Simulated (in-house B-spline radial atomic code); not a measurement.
A fraction x of an electron is moved 4p → 5d in In²⁺, starting from [Kr] 4d10 5s1 and keeping the highest spin. Computed with a B-spline radial code for spherical atoms: scalar-relativistic (X2C) AM05, spin-polarised, spherical fractional occupations, Fermi nucleus of rms radius 4.6156 fm.

```tsv
x	E(x) - E(0) (eV)	4p down level (eV)	5d up level (eV)
0	0.0000	-95.965	-
0.125	11.0475	-97.286	-8.464
0.25	22.2080	-98.595	-8.843
0.375	33.4863	-99.892	-9.191
0.5	44.8839	-101.177	-9.517
0.625	?	?	?
0.75	?	?	?
0.875	79.7993	-104.962	-10.405
1	91.6794	-106.201	-10.677
```

(1) What belongs in the row x = 0.625?

(2) What belongs in the row x = 0.75?

(3) Check Janak's theorem between x = 0.125 and 0.25.

Results:

(1) An energy change of 56.4017 eV; 4p down at -102.450 eV, 5d up at -9.826 eV.

(2) An energy change of 68.0401 eV; 4p down at -103.712 eV, 5d up at -10.121 eV.

(3) The slope of the energy is 89.28 eV; the orbital levels give 89.29 eV (ε of the receiving orbital less ε of the emptying one, averaged over the two points).
